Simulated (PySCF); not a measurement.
## Telling isomers of C$_{8}$H$_{9}$N apart by NMR

PySCF 2.14 calculation with NMR shieldings at PBE0/pcSseg-1/GIAO and geometry: GFN2-xTB; one computed conformer, no solvent, relativity neglected, rapidly exchanging positions averaged.

Referencing at the same level of theory: ¹H (σ = 31.72 ppm), ¹³C (σ = 186.93 ppm) against TMS. Where no couplings were computed, multiplicities follow the n + 1 count of equivalent neighbours, and m marks all less simple cases (inequivalent or close neighbours, rings, F or P nearby). Shifts are as computed. Against solution values, carbons near 30 ppm lie about +3 ppm off and those near 130 ppm about +5 ppm. Of 1309 compounds with measured shifts, 239 miss one by over three times the rms of a fit or turn the order of signals round; such compounds aren't used in these exercises. OH and NH positions are gas-phase values without hydrogen bonding to other molecules.

(1) Tabulate the signals of `Nc1cccc2c1CC2`, `C=C/C=C(\C=C)CC#N` and their relative energies.

(2) What is the quickest way to tell Nc1cccc2c1CC2 from C=C/C=C(\C=C)CC#N?

Results:

(1) 
| SMILES | carbon types | δC | δH | E rel. (kcal/mol) |
| --- | --- | --- | --- | --- |
| Nc1cccc2c1CC2 | 3×C 3×CH 2×CH2 | 152.3, 146.0, 134.3, 129.6, 116.7, 116.0, 30.0, 27.8 | 7.32 (m, 1H), 6.69 (d, 1H), 6.59 (d, 1H), 3.31 (br s, 2H), 3.19 (m, 2H), 3.09 (m, 2H) | 0.0 |
| C=C/C=C(\C=C)CC#N | 2×C 3×CH 3×CH2 | 141.7, 138.8, 137.0, 136.1, 129.4, 125.4, 122.2, 24.8 | 7.21 (m, 1H), 7.18 (m, 1H), 6.26 (d, 1H), 5.93 (m, 1H), 5.82 (m, 1H), 5.71 (m, 1H), 5.70 (m, 1H), 3.04 (s, 2H) | 35.0 |

Energies are electronic energies at PBE0/pcSseg-1 on these geometries, without zero-point or thermal terms, each for the one conformer computed, which needn't be the lowest.

(2) Both give the same number of carbon signals, but DEPT or the intensities differ. The first has an aromatic CH at 116.0 ppm, the second a terminal =CH2 carbon at 129.4 ppm. Their most deshielded carbons lie at 152.3 and 141.7 ppm.
